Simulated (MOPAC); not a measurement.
Input for MOPAC: PM3 on C2H6Si (a complex), monomers drawn apart or pushed together.

```
PM3 1SCF PRECISE CHARGE=0 THREADS=1
C2H6Si

Si    -0.29028373 1    -0.03819168 1     0.13972223 1
H     -0.54334832 1    -0.04653378 1    -1.32105871 1
H      1.09635556 1     0.41419037 1     0.38738138 1
H     -0.47525927 1    -1.40575667 1     0.67126502 1
H     -1.24275235 1     0.88783668 1     0.79035692 1
C      1.05215860 1     0.07602100 1     4.17893667 1
C     -0.12680400 1     0.04230563 1     4.38175242 1
H      2.09833045 1     0.10633215 1     3.99538319 1
H     -1.17406324 1     0.01271420 1     4.55921358 1
```

It printed:

```
*******************************************************************************
 **                                                                           **
 **                              MOPAC v23.2.5                                **
 **                                                                           **
 *******************************************************************************
 ** MOPAC's Digital Object Identifier: https://doi.org/10.5281/zenodo.6511958 **
 **                                                                           **
 ** Please cite the open-source release paper for use of this MOPAC version:  **
 ** J. E. Moussa and J. J. P. Stewart (2026)                                  **
 ** MOPAC: An open-source semiempirical molecular orbital program             **
 ** J. Open Source Softw., 11(119), 8025, https://doi.org/10.21105/joss.08025 **
 *******************************************************************************

                              PM3 CALCULATION RESULTS

 *******************************************************************************
 *  PM3        - The PM3 Hamiltonian to be used
 *
 *
 *
 *                 CHARGE ON SYSTEM = 0
 *
 *
 *
 *  PRECISE    - TIGHTER CRITERIA TO BE USED
 *  1SCF       - DO 1 SCF AND THEN STOP
 *  THREADS=1  - MULTI-THREADING NOT USED
 *  T=         - A TIME OF 172800.0 SECONDS REQUESTED
 *  DUMP=N     - RESTART FILE WRITTEN EVERY 7200.0 SECONDS REQUESTED
 *******************************************************************************
PM3 1SCF PRECISE CHARGE=0 THREADS=1
 C2H6Si

   ATOM   CHEMICAL          X               Y               Z
  NUMBER   SYMBOL      (ANGSTROMS)     (ANGSTROMS)     (ANGSTROMS)

     1      Si         -0.29028373  *  -0.03819168  *   0.13972223  *
     2       H         -0.54334832  *  -0.04653378  *  -1.32105871  *
     3       H          1.09635556  *   0.41419037  *   0.38738138  *
     4       H         -0.47525927  *  -1.40575667  *   0.67126502  *
     5       H         -1.24275235  *   0.88783668  *   0.79035692  *
     6       C          1.05215860  *   0.07602100  *   4.17893667  *
     7       C         -0.12680400  *   0.04230563  *   4.38175242  *
     8       H          2.09833045  *   0.10633215  *   3.99538319  *
     9       H         -1.17406324  *   0.01271420  *   4.55921358  *



          CARTESIAN COORDINATES

    NO.       ATOM           X           Y           Z

     1        Si         -0.2903     -0.0382      0.1397
     2         H         -0.5433     -0.0465     -1.3211
     3         H          1.0964      0.4142      0.3874
     4         H         -0.4753     -1.4058      0.6713
     5         H         -1.2428      0.8878      0.7904
     6         C          1.0522      0.0760      4.1789
     7         C         -0.1268      0.0423      4.3818
     8         H          2.0983      0.1063      3.9954
     9         H         -1.1741      0.0127      4.5592

  H: (PM3): J. J. P. STEWART, J. COMP. CHEM. 10, 209 (1989).
  C: (PM3): J. J. P. STEWART, J. COMP. CHEM. 10, 209 (1989).
 Si: (PM3): J. J. P. STEWART, J. COMP. CHEM. 10, 209 (1989).

           Empirical Formula: C2 H6 Si  =     9 atoms



      MOLECULAR POINT GROUP   :   C1


      RHF CALCULATION, NO. OF DOUBLY OCCUPIED LEVELS = 9


 -------------------------------------------------------------------------------
 PM3 1SCF PRECISE CHARGE=0 THREADS=1
 C2H6Si



     1SCF WAS SPECIFIED, SO BFGS WAS NOT USED
     SCF FIELD WAS ACHIEVED


                              PM3 CALCULATION
                                                       MOPAC v23.2.5 Linux




          FINAL HEAT OF FORMATION =         63.61863 KCAL/MOL =     266.18035 KJ/MOL


          COSMO AREA              =        134.14 SQUARE ANGSTROMS
          COSMO VOLUME            =        120.21 CUBIC ANGSTROMS

          IONIZATION POTENTIAL    =         11.391417 EV
          HOMO LUMO ENERGIES (EV) =        -11.391  0.663
          NO. OF FILLED LEVELS    =          9
          MOLECULAR WEIGHT        =         58.1549         POINT GROUP:  C1

          MOLECULAR DIMENSIONS (Angstroms)

            Atom       Atom       Distance
            H     8    H     2     5.93855
            H     9    H     3     3.91812
            H     5    H     4     2.37126


          SCF CALCULATIONS        =          1





   ATOM   CHEMICAL          X               Y               Z
  NUMBER   SYMBOL      (ANGSTROMS)     (ANGSTROMS)     (ANGSTROMS)

     1      Si         -0.29028373  *  -0.03819168  *   0.13972223  *
     2       H         -0.54334832  *  -0.04653378  *  -1.32105871  *
     3       H          1.09635556  *   0.41419037  *   0.38738138  *
     4       H         -0.47525927  *  -1.40575667  *   0.67126502  *
     5       H         -1.24275235  *   0.88783668  *   0.79035692  *
     6       C          1.05215860  *   0.07602100  *   4.17893667  *
     7       C         -0.12680400  *   0.04230563  *   4.38175242  *
     8       H          2.09833045  *   0.10633215  *   3.99538319  *
     9       H         -1.17406324  *   0.01271420  *   4.55921358  *

                             CARTESIAN COORDINATES

   1   Si       -0.290283730    -0.038191680     0.139722230
   2    H       -0.543348320    -0.046533780    -1.321058710
   3    H        1.096355560     0.414190370     0.387381380
   4    H       -0.475259270    -1.405756670     0.671265020
   5    H       -1.242752350     0.887836680     0.790356920
   6    C        1.052158600     0.076021000     4.178936670
   7    C       -0.126804000     0.042305630     4.381752420
   8    H        2.098330450     0.106332150     3.995383190
   9    H       -1.174063240     0.012714200     4.559213580


           Empirical Formula: C2 H6 Si  =     9 atoms



      MOLECULAR POINT GROUP   :   C1


                  EIGENVALUES
 -31.29989 -19.51735 -16.74810 -16.44625 -11.81850 -11.79657 -11.78988 -11.47658
 -11.39142   0.66324   2.04187   2.04804   2.22884   2.24715   2.25632   2.92643
   4.25271   6.64107


              NET ATOMIC CHARGES AND DIPOLE CONTRIBUTIONS

  ATOM NO.   TYPE          CHARGE      No. of ELECS.   s-Pop       p-Pop
    1         Si           0.461090        3.5389     0.91559     2.62332
    2          H          -0.118065        1.1181     1.11806
    3          H          -0.114962        1.1150     1.11496
    4          H          -0.113794        1.1138     1.11379
    5          H          -0.114501        1.1145     1.11450
    6          C          -0.193423        4.1934     1.22391     2.96951
    7          C          -0.193299        4.1933     1.22388     2.96942
    8          H           0.193513        0.8065     0.80649
    9          H           0.193442        0.8066     0.80656
 DIPOLE           X         Y         Z       TOTAL
 POINT-CHG.     0.003    -0.006     0.042     0.043
 HYBRID        -0.001     0.004    -0.018     0.019
 SUM            0.002    -0.002     0.024     0.024


          ATOMIC ORBITAL ELECTRON POPULATIONS

     Atom    s        px        py        pz
    1 Si   0.91559   0.87495   0.87506   0.87332
    2  H   1.11806
    3  H   1.11496
    4  H   1.11379
    5  H   1.11450
    6  C   1.22391   0.97079   1.00001   0.99871
    7  C   1.22388   0.97009   0.99994   0.99939
    8  H   0.80649
    9  H   0.80656

 **********************
 *                    *
 * JOB ENDED NORMALLY *
 *                    *
 **********************




 == MOPAC DONE ==
```

The run finished.

Cost: very roughly 0.03 core-seconds.
